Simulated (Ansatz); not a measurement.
Reaction (isomerisation): `[NH2][GeH2][CH]=S` → `C[S][Ge][NH2]`

Gas-phase electronic energies from Ansatz, PBE0-D4/def2-TZVP geometries. CCSD(T)/CBS adds triple-zeta CCSD(T) − MP2 to the extrapolated MP2 energy (def2 sets, frozen cores). Functionals use def2-TZVPP. B3LYP here is the variant with VWN-RPA as its local correlation; programs differ in this. For Ge outer-core shells are correlated without core-valence functions, which leaves a few kJ/mol of doubt a bond. Scalar relativity is left out up to krypton. One conformer a species, not always the lowest.

Question: Is it downhill or uphill in electronic energy at CCSD(T)/CBS, and by how much? (Best estimate.)

Answer: Computed: Downhill: ΔE = -177.4 kJ/mol.

Question: What do these levels give: PBE-D4, r2SCAN-D4, PBE0-D4, B3LYP-D4, ωB97X-V, B2PLYP, PBE0, MP2/def2-TZVPP, CCSD/def2-TZVPP, HF/def2-QZVPP, HF/CBS(def2), MP2/CBS(def2)? (An estimate is asked.)

Answer: Computed: PBE-D4 -198.4, r2SCAN-D4 -189.6, PBE0-D4 -195.3, B3LYP-D4 -195.9, ωB97X-V -181.5, B2PLYP -181.2, PBE0 -194.2, MP2/def2-TZVPP -165.1, CCSD/def2-TZVPP -162.6, HF/def2-QZVPP -171.3, HF/CBS(def2) -171.3, MP2/CBS(def2) -182.3 kJ/mol.

Largest T1 diagnostic among the species: 0.014.

In def2-TZVPP, CCSD(T) changes the Hartree–Fock value by +10.9 kJ/mol (the triples alone add +2.4 kJ/mol) and MP2 by +6.0 kJ/mol.
